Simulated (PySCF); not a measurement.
SMILES [BH]Cl, doublet at its PBE0/def2-SVP optimised geometry (Å):

```
3

B     -0.1321    -0.7185     0.0000
Cl    -1.0751     0.7185     0.0000
H      1.0751    -0.7185     0.0000
```

Level of theory: unrestricted PBE0/def2-TZVP in PySCF. Cells within 0.4 Å of a nucleus heavier than hydrogen are left out (blank, or x).

Map of the deformation density (molecule minus spherical neutral atoms) (e/bohr³) on the plane z = 0.0 Å:

```
|111111111111111111111111111|
|111111111111111111111111111|
|111110000000111111111111111|
|111100000000011111111111111|
|111000000000000011111111111|
|110000000000110000011111111|
|100000000011110000001111111|
|100000000011110000000111111|
|100000000122110000000011111|
|100000000x32110000000001111|
|10001112xxx1100000000000111|
|10011123xxx1110000000000011|
|100111121123310000000000011|
|100011110145411111000000011|
|100000001245422442100000001|
|100000001124xx7886100000001|
|100000001124xx8998100000001|
|100000001124xx4553000000001|
|110000011123322221000000001|
|110000011112211110000000011|
|110000011111111100000000011|
|111000011111111000000000111|
|111100011111110000000000111|
|111110011111110000000001111|
|111111101111000000000011111|
|111111111000000000000111111|
|111111111110000000011111111|
```
Scale: ten equal steps from -0.010 (start of '0') to 0.088 (end of '9'), in the order '0123456789'; x runs from -3.50 to 3.50, y from -3.50 (bottom) to 3.50 (top).
